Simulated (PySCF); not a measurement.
Level of theory: PBE-D3(BJ)/def2-TZVP // TPSS-D3(BJ)/def2-SVP in PySCF. Isolated molecules, 0 K electronic values unless said otherwise. 

Reference species: [Hf(Br)4] (neutral, multiplicity 1).

charge on the central atom (Mulliken): 1.04 e
LUMO: -3.21 eV

Changed species: [Hf(Br)3(H)] (1 of 4 Br replaced by H; the reference has 0 of 4 Br replaced by H).

Q: What does the change do to the charge on the central atom (Mulliken) and LUMO?

A: the charge on the central atom (Mulliken) drops by 0.12 e, to 0.92 e; the LUMO drops by 0.03 eV, to -3.24 eV.
